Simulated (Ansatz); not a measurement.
Input for Ansatz (a first-principles code): U-CCSD(T)/aug-cc-pVDZ on C3H8N (SMILES C[C](C)N), 2S+1 = 2, atoms moved off the minimum.

Ansatz 0.2 input:
```yaml
crystal:
  periodic: [false, false, false]
  atoms:
    - {symbol: C, position_ang: [-1.21801493, -0.85959152, 0.28593841]}
    - {symbol: C, position_ang: [-0.00196593, 0.03317452, 0.18228286]}
    - {symbol: C, position_ang: [1.39807727, -0.49449151, -0.04548686]}
    - {symbol: N, position_ang: [-0.10600368, 1.44579026, 0.04939478]}
    - {symbol: H, position_ang: [-0.99041829, -1.86471477, 0.63005971]}
    - {symbol: H, position_ang: [-1.53806424, -1.06682051, -0.89106656]}
    - {symbol: H, position_ang: [-2.01962380, -0.32472421, 0.65665400]}
    - {symbol: H, position_ang: [1.49848839, -1.55036043, 0.34382749]}
    - {symbol: H, position_ang: [2.17577503, 0.14511539, 0.26322810]}
    - {symbol: H, position_ang: [1.59141644, -0.65135350, -1.20589693]}
    - {symbol: H, position_ang: [0.61170601, 1.87039235, -0.63632181]}
    - {symbol: H, position_ang: [-1.10177828, 1.65181619, -0.40521867]}
basis:
  gaussian:
    orbitals: aug-cc-pVDZ
magnetization: {spin_polarized: true, initial_magnetization: 1}
correlation: {method: ccsd_t, electrons: outside_noble_gas}
scf: {omitted_lower_state_checks: [cluster_reference]}
output: {forces: true}
```

The head of its log:

```
WARN ansatz: RAYON_NUM_THREADS=4 ignored (pool sized by the plan → 4); use --threads N
Functional definition: HF
these checks for a lower state are left out or cut short: cluster_reference
integrals: 0.92 GiB planned
1614 factors; integrals over basis functions are off by at most 7.0e-4 eV
mean field: 0.96 GiB planned
mean field evaluation 1: about -4693.5173 eV, gradient 2.7e1 eV
mean field evaluation 2: about -4693.5275 eV, gradient 2.7e1 eV
mean field evaluation 4: about -4697.9538 eV, gradient 3.4e0 eV
mean field evaluation 8: about -4698.0849 eV, gradient 2.7e-1 eV
mean field -4698.08664464 eV, -172.6514997132 hartree, gradient 3.3e-6 eV, S^2 0.771414; 0 other end points of the search recorded, 0 dependent functions left out
4 core orbitals not correlated
reference -4698.08664464 eV, -172.6514997132 hartree; 13, 12 occupied and 147, 148 virtual orbitals, 1614 factors
densities: 7.81 GiB planned
```

Task: Predict the final total energy.

Result: -173.3470 hartree (reference determinant -172.6515, T1 diagnostic 0.016).
